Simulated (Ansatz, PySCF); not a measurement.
Cl5OSi2, charge +1, multiplicity 1. Atoms are numbered in the order given.

```xyz
8

Cl     1.7295     2.3817     0.0000
Si    -0.1285     1.7573     0.0000
Cl    -1.5808     3.0702     0.0000
O     -0.4792     0.2314     0.0000
Si    -0.0647    -1.4394     0.0000
Cl    -0.8566    -2.1821    -1.6807
Cl     1.9490    -1.4585     0.0000
Cl    -0.8566    -2.1821     1.6807
```
Charge +1, spin multiplicity 1.

The structure is a stationary point at ωB97X-D3(BJ)/def2-SVP. The spin state was assumed, not searched. The isomer is the one that the SMILES or the coordinates give; other isomers of the formula were not compared. The values are those of a single conformer.

Vertical ionisation energy (IE) and electron affinity (EA) in eV. Rows of orbital energies are one-electron estimates. Where ΔSCF, EOM or ADC give a negative EA the extra electron is unbound and the value depends on the basis.

```csv
level,IE,EA
"−ε(HOMO), −ε(LUMO), ωB97X/def2-TZVP (PySCF)",15.61,5.16
"ΔSCF, PBE0/def2-SVPD (Ansatz), final states of multiplicity 2 and 2",15.27,5.72
```

Problem. What vertical singlet–triplet gap does ΔSCF give with PBE0/def2-SVPD (Ansatz, a first-principles code)? (Estimate from the structure and the level; the computed values follow.)

Solution. 5.80 eV (triplet above singlet where positive).
